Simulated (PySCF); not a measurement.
# Calculated NMR data

How the numbers were obtained: B3LYP/pcJ-1 coupling constants, shielding tensors at PBE0/pcSseg-1 (GIAO), structure optimised with GFN2-xTB, in PySCF 2.14.0 with density-fitted response routines (relativity neglected, gas phase, averaged over atoms made equivalent by symmetry, fast rotation or ring inversion, a single conformation).

References, each an isolated molecule treated in the same way: ¹H and ¹³C against TMS. Multiplet labels drop J under 1 Hz and among equivalent protons, and merge close values. Unscaled 3J(H,H) run several per cent high. Splittings of carbon signals by F and P are missing where no couplings were computed. Where no couplings were computed, multiplicities follow the n + 1 count of equivalent neighbours, and m marks all less simple cases (inequivalent or close neighbours, rings, F or P nearby). Shifts are as computed. Against solution values, carbons near 30 ppm lie about +3 ppm off and those near 130 ppm about +5 ppm. Of 1211 compounds with measured shifts, 218 miss one by over three times the rms of a fit or turn the order of signals round; such compounds aren't used in these exercises.

Compound 1 (C6H14OP2). ¹H NMR (400 MHz, computed): δ 3.96 (m, 4H), 2.83 (m, 2H), 1.65 (m, 2H), 1.50 (m, 4H), 1.43 (m, 2H). ¹³C{¹H} NMR (computed): δ 70.2 (CH2), 38.6 (CH2), 32.1 (CH2), 14.5 (CH2). Structure: `PCCP1CCOCC1`.

Compound 2 (CH4). ¹H NMR (400 MHz, computed): δ 0.24 (s, 4H). ¹³C{¹H} NMR (computed): δ -5.5 (CH4). Structure: methane.
